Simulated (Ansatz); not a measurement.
Ansatz (a quantum-chemistry and plane-wave program) input for Si(CCH)2(Cl)(H) (C4H3ClSi), SMILES C#C[SiH](Cl)C#C, B3LYP-D3(BJ)/def2-SVP. 

Ansatz 0.2 input:
```yaml
crystal:
  periodic: [false, false, false]
  atoms:
    - {symbol: Si, position_ang: [0.58777187, 0.04044397, -0.00000000]}
    - {symbol: Cl, position_ang: [-0.29473481, 1.87007263, -0.00000002]}
    - {symbol: C, position_ang: [0.02097334, -0.89461105, -1.49309521]}
    - {symbol: C, position_ang: [-0.34730583, -1.48364428, -2.47397865]}
    - {symbol: C, position_ang: [0.02097334, -0.89461102, 1.49309523]}
    - {symbol: C, position_ang: [-0.34730583, -1.48364423, 2.47397869]}
    - {symbol: H, position_ang: [2.04191881, 0.18885989, -0.00000001]}
    - {symbol: H, position_ang: [-0.67212169, -2.00362343, -3.32922812]}
    - {symbol: H, position_ang: [-0.67212169, -2.00362336, 3.32922817]}
basis:
  gaussian:
    orbitals: def2-SVP
hamiltonian:
  xc: b3lyp
  dispersion: d3bj
relax: {f_tol: 0.002, max_steps: 200}
```

It prints:

```
WARN ansatz: RAYON_NUM_THREADS=1 ignored (pool sized by the plan → 1); use --threads N
Functional definition: B3LYP
integrals: 0.06 GiB planned
1166 factors; integrals over basis functions are off by at most 6.5e-4 eV
mean field: 0.47 GiB planned
mean field evaluation 1: about -24578.7857 eV, gradient 5.1e1 eV
mean field evaluation 2: about -24577.1136 eV, gradient 5.7e1 eV
mean field evaluation 4: about -24586.0802 eV, gradient 7.9e0 eV
mean field evaluation 8: about -24586.2542 eV, gradient 2.8e-2 eV
mean field evaluation 16: about -24586.2542 eV, gradient 2.6e-5 eV
mean field -24586.25421297 eV, -903.5281771650 hartree, gradient 2.6e-5 eV, S^2 0.000000; 0 other end points of the search recorded, 0 dependent functions left out
the calculation of the forces begins
reference -24586.25447979 eV, -903.5281869705 hartree; 29, 29 occupied and 78, 78 virtual orbitals, 1166 factors
relax step   1: F+E_penalty+E_count = -24586.69727356 eV  Δ(F+E_penalty+E_count) = +0.000e0 eV  max|allowed force component| = 1.604e0 eV/Å  Δτ_max = 0.0000 Å  (29 SCF iters, accepted)
these checks for a lower state are left out or cut short: starts, cluster_reference, orbital_swaps, neighbouring_geometries, increment
integrals: 0.06 GiB planned
1166 factors; integrals over basis functions are off by at most 6.9e-4 eV
mean field: 0.47 GiB planned
mean field -24586.33351406 eV, -903.5310914262 hartree, gradient 1.4e-5 eV, S^2 0.000000; 0 other end points of the search recorded, 0 dependent functions left out
the calculation of the forces begins
reference -24586.33378322 eV, -903.5311013176 hartree; 29, 29 occupied and 78, 78 virtual orbitals, 1166 factors
relax step   2: F+E_penalty+E_count = -24586.77271185 eV  Δ(F+E_penalty+E_count) = -7.544e-2 eV  max|allowed force component| = 3.016e-1 eV/Å  Δτ_max = 0.0453 Å  (33 SCF iters, accepted)
these checks for a lower state are left out or cut short: starts, cluster_reference, orbital_swaps, neighbouring_geometries, increment
integrals: 0.06 GiB planned
1166 factors; integrals over basis functions are off by at most 7.0e-4 eV
mean field: 0.47 GiB planned
mean field evaluation 32: about -24586.3369 eV, gradient 1.5e-5 eV
mean field -24586.33685725 eV, -903.5312142862 hartree, gradient 1.5e-5 eV, S^2 0.000000; 0 other end points of the search recorded, 0 dependent functions left out
the calculation of the forces begins
reference -24586.33712644 eV, -903.5312241787 hartree; 29, 29 occupied and 78, 78 virtual orbitals, 1166 factors
relax step   3: F+E_penalty+E_count = -24586.77791505 eV  Δ(F+E_penalty+E_count) = -5.203e-3 eV  max|allowed force component| = 3.012e-2 eV/Å  Δτ_max = 0.0192 Å  (32 SCF iters, accepted)
these checks for a lower state are left out or cut short: starts, cluster_reference, orbital_swaps, neighbouring_geometries, increment
integrals: 0.06 GiB planned
1166 factors; integrals over basis functions are off by at most 7.0e-4 eV
mean field: 0.47 GiB planned
mean field -24586.33700019 eV, -903.5312195393 hartree, gradient 8.4e-6 eV, S^2 0.000000; 0 other end points of the search recorded, 0 dependent functions left out
the calculation of the forces begins
reference -24586.33726927 eV, -903.5312294276 hartree; 29, 29 occupied and 78, 78 virtual orbitals, 1166 factors
relax step   4: F+E_penalty+E_count = -24586.77804488 eV  Δ(F+E_penalty+E_count) = -1.298e-4 eV  max|allowed force component| = 1.729e-2 eV/Å  Δτ_max = 0.0035 Å  (26 SCF iters, accepted)
these checks for a lower state are left out or cut short: starts, cluster_reference, orbital_swaps, neighbouring_geometries, increment
integrals: 0.06 GiB planned
1166 factors; integrals over basis functions are off by at most 7.0e-4 eV
mean field: 0.47 GiB planned
mean field -24586.33717984 eV, -903.5312261411 hartree, gradient 1.6e-5 eV, S^2 0.000000; 0 other end points of the search recorded, 0 dependent functions left out
the calculation of the forces begins
reference -24586.33744881 eV, -903.5312360256 hartree; 29, 29 occupied and 78, 78 virtual orbitals, 1166 factors
relax step   5: F+E_penalty+E_count = -24586.77815626 eV  Δ(F+E_penalty+E_count) = -1.114e-4 eV  max|allowed force component| = 2.481e-2 eV/Å  Δτ_max = 0.0044 Å  (26 SCF iters, accepted)
these checks for a lower state are left out or cut short: starts, cluster_reference, orbital_swaps, neighbouring_geometries, increment
integrals: 0.06 GiB planned
1166 factors; integrals over basis functions are off by at most 7.1e-4 eV
mean field: 0.47 GiB planned
mean field -24586.33743537 eV, -903.5312355318 hartree, gradient 1.5e-5 eV, S^2 0.000000; 0 other end points of the search recorded, 0 dependent functions left out
the calculation of the forces begins
reference -24586.33770411 eV, -903.5312454077 hartree; 29, 29 occupied and 78, 78 virtual orbitals, 1166 factors
relax step   6: F+E_penalty+E_count = -24586.77830545 eV  Δ(F+E_penalty+E_count) = -1.492e-4 eV  max|allowed force component| = 3.858e-3 eV/Å  Δτ_max = 0.0075 Å  (33 SCF iters, accepted)
these checks for a lower state are left out or cut short: starts, cluster_reference, orbital_swaps, neighbouring_geometries, increment
integrals: 0.06 GiB planned
1166 factors; integrals over basis functions are off by at most 7.1e-4 eV
mean field: 0.47 GiB planned
mean field -24586.33744778 eV, -903.5312359877 hartree, gradient 3.3e-5 eV, S^2 0.000000; 0 other end points of the search recorded, 0 dependent functions left out
the calculation of the forces begins
reference -24586.33771650 eV, -903.5312458631 hartree; 29, 29 occupied and 78, 78 virtual orbitals, 1166 factors
relax step   7: F+E_penalty+E_count = -24586.77830939 eV  Δ(F+E_penalty+E_count) = -3.937e-6 eV  max|allowed force component| = 4.295e-3 eV/Å  Δτ_max = 0.0013 Å  (22 SCF iters, accepted)
these checks for a lower state are left out or cut short: starts, cluster_reference, orbital_swaps, neighbouring_geometries, increment
integrals: 0.06 GiB planned
1166 factors; integrals over basis functions are off by at most 7.1e-4 eV
mean field: 0.47 GiB planned
mean field evaluation 64: about -24586.3375 eV, gradient 2.3e-5 eV
mean field -24586.33746486 eV, -903.5312366155 hartree, gradient 2.3e-5 eV, S^2 0.000000; 0 other end points of the search recorded, 0 dependent functions left out
the calculation of the forces begins
reference -24586.33773359 eV, -903.5312464911 hartree; 29, 29 occupied and 78, 78 virtual orbitals, 1166 factors
relax step   8: F+E_penalty+E_count = -24586.77831189 eV  Δ(F+E_penalty+E_count) = -2.502e-6 eV  max|allowed force component| = 3.225e-4 eV/Å  Δτ_max = 0.0010 Å  (22 SCF iters, accepted)
integrals: 0.06 GiB planned
1166 factors; integrals over basis functions are off by at most 7.1e-4 eV
mean field: 0.47 GiB planned
mean field -24586.33746486 eV, -903.5312366155 hartree, gradient 2.3e-5 eV, S^2 0.000000; 1 other end points of the search recorded, 0 dependent functions left out
the calculation of the forces begins
reference -24586.33773359 eV, -903.5312464911 hartree; 29, 29 occupied and 78, 78 virtual orbitals, 1166 factors
Total energy: -24586.77858062 eV, -903.5474473206 hartree
Atom 0 at     0.558016     0.014387    -0.000000 Å, force     0.000323    -0.000117     0.000000 eV/Å
Atom 1 at    -0.285488     1.909965    -0.000000 Å, force     0.000008     0.000288    -0.000000 eV/Å
Atom 2 at     0.010980    -0.882759    -1.492615 Å, force    -0.000175    -0.000162     0.000057 eV/Å
Atom 3 at    -0.340182    -1.482527    -2.491290 Å, force     0.000014     0.000044     0.000248 eV/Å
Atom 4 at     0.010980    -0.882759     1.492615 Å, force    -0.000175    -0.000162    -0.000057 eV/Å
Atom 5 at    -0.340182    -1.482527     2.491290 Å, force     0.000014     0.000044    -0.000248 eV/Å
Atom 6 at     2.030187     0.165754    -0.000000 Å, force    -0.000078     0.000134    -0.000000 eV/Å
Atom 7 at    -0.653132    -2.011956    -3.373227 Å, force     0.000034    -0.000034     0.000166 eV/Å
Atom 8 at    -0.653132    -2.011956     3.373227 Å, force     0.000034    -0.000034    -0.000166 eV/Å
Dipole moment:     0.002457    -0.377939    -0.000000 e Å
```

The calculation finished and met its thresholds.

Cost: around 24 core-seconds (rough).
